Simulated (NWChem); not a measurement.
System: ZnN2H4; SMILES [NH2][Zn][NH2]

NWChem input:

```
start job
memory heap 200 mb stack 900 mb global 1100 mb
geometry units angstroms noautoz
  Zn    -0.185825     0.000827    -0.002137
  N     -0.325169    -1.822912    -0.061991
  H     -0.642248    -2.246287     0.820695
  H      0.548912    -2.307587    -0.304513
  N     -0.328044     1.824540     0.052962
  H     -0.566511     2.253274    -0.851681
  H      0.522583     2.306236     0.372918
end
basis spherical
  * library 6-31g*
end
dft
  xc b3lyp
  grid coarse
  iterations 150
  mulliken
end
task dft gradient
```

Excerpt of the output:

```
             Northwest Computational Chemistry Package (NWChem) 7.3.0
             --------------------------------------------------------

 C1  symmetry detected

                             Geometry "geometry" -> ""
                             -------------------------

 Output coordinates in angstroms (scale by  1.889725989 to convert to a.u.)

  No.       Tag          Charge          X              Y              Z
 ---- ---------------- ---------- -------------- -------------- --------------
    1 Zn                  30.0000     0.02843431    -0.00003810     0.00037305
    2 N                    7.0000    -0.10926311    -1.82416320    -0.05091265
    3 H                    1.0000    -0.44597148    -2.24197666     0.82714170
    4 H                    1.0000     0.77010297    -2.31012424    -0.27068877
    5 N                    7.0000    -0.11525411     1.82394841     0.04059871
    6 H                    1.0000    -0.33346131     2.24681818    -0.87188421
    7 H                    1.0000     0.72792101     2.30792917     0.37643723

 Effective nuclear repulsion energy (a.u.)     173.6149514989

                                 NWChem DFT Module
                                 -----------------

 Summary of "ao basis" -> "ao basis" (spherical)
 ------------------------------------------------------------------------------
       Tag                 Description            Shells   Functions and Types
 ---------------- ------------------------------  ------  ---------------------
 Zn                          6-31g*                 12       34   5s4p2d1f
 N                           6-31g*                  6       14   3s2p1d
 H                           6-31g*                  2        2   2s

            General Information
            -------------------
          SCF calculation type: DFT
          Wavefunction type:  closed shell.
          No. of atoms     :     7
          No. of electrons :    48
           Alpha electrons :    24
            Beta electrons :    24
          Charge           :     0
          Spin multiplicity:     1
          Use of symmetry is: off; symmetry adaption is: off
          Maximum number of iterations: 150
          AO basis - number of functions:    70
                     number of shells:    32
          Convergence on energy requested:  1.00D-06
          Convergence on density requested:  1.00D-05
          Convergence on gradient requested:  5.00D-04

              XC Information
              --------------
                         B3LYP Method XC Potential
                     Hartree-Fock (Exact) Exchange  0.200
                        Slater Exchange Functional  0.800 local
                    Becke 1988 Exchange Functional  0.720 non-local
              Lee-Yang-Parr Correlation Functional  0.810
                  VWN I RPA Correlation Functional  0.190 local

             Grid Information
             ----------------
          Grid used for XC integration:  coarse
          Radial quadrature: Mura-Knowles
          Angular quadrature: Lebedev.
          Tag              B.-S. Rad. Rad. Pts. Rad. Cut. Ang. Pts.
          ---              ---------- --------- --------- ---------
          Zn                  1.35       95           8.0       302
          N                   0.65       35          10.0       302
          H                   0.35       35          11.0       302
          Grid pruning is: on
          Number of quadrature shells:   305
          Spatial weights used:  Erf1

      Superposition of Atomic Density Guess
      -------------------------------------

 Sum of atomic energies:       -1888.06149436

      Non-variational initial energy
      ------------------------------

 Total energy =   -1888.994232
 1-e energy   =   -2979.638938
 2-e energy   =     917.029755
 HOMO         =      -0.332798
 LUMO         =      -0.040431

     ---------------------------------------------
      Total Density - Mulliken Population Analysis
     ---------------------------------------------

    Atom       Charge   Shell Charges
 -----------   ------   -------------------------------------------------------
    1 Zn  30    28.88   2.00  2.00  6.00  2.00  6.00  0.49  0.19  0.21  0.07  6.79  3.13  0.01
    2 N    7     8.41   2.00  0.83  2.64  0.90  2.02  0.02
    3 H    1     0.57   0.41  0.16
    4 H    1     0.57   0.41  0.16
    5 N    7     8.41   2.00  0.83  2.64  0.90  2.02  0.02
    6 H    1     0.57   0.41  0.16
    7 H    1     0.57   0.41  0.16

   convergence    iter        energy       DeltaE   RMS-Dens  Diis-err
 ---------------- ----- ----------------- --------- --------- ---------
 d= 0,ls=0.0,diis     1  -1890.9439023303 -2.06D+03  1.84D-02  6.25D-01
 d= 0,ls=0.0,diis     2  -1890.8670673606  7.68D-02  1.01D-02  1.34D+00
 d= 0,ls=0.0,diis     3  -1891.0273340457 -1.60D-01  1.56D-03  3.10D-02
 d= 0,ls=0.0,diis     4  -1891.0302687695 -2.93D-03  5.35D-04  7.12D-03
 d= 0,ls=0.0,diis     5  -1891.0306218402 -3.53D-04  1.21D-04  5.52D-04
  Resetting Diis
 d= 0,ls=0.0,diis     6  -1891.0306493982 -2.76D-05  2.15D-05  5.86D-06
 d= 0,ls=0.0,diis     7  -1891.0306497489 -3.51D-07  8.45D-06  2.24D-07

[...]

                         DFT ENERGY GRADIENTS

    atom               coordinates                        gradient
                 x          y          z           x          y          z
   1 Zn      0.053733  -0.000072   0.000705    0.001425  -0.000009  -0.000037
   2 N      -0.206477  -3.447169  -0.096211   -0.007028  -0.001965  -0.008327
   3 H      -0.842764  -4.236722   1.563071   -0.001145  -0.002813   0.007597
   4 H       1.455284  -4.365502  -0.511528    0.007521  -0.003271  -0.000151
   5 N      -0.217799   3.446763   0.076720   -0.008122   0.001884   0.007453
   6 H      -0.630151   4.245871  -1.647622   -0.000134   0.002889  -0.007704
   7 H       1.375571   4.361354   0.711363    0.007484   0.003285   0.001169
```

Level: B3LYP/6-31G* (spherical d). All runs use the structure optimised with PBE-D3(BJ)/def2-SVP.
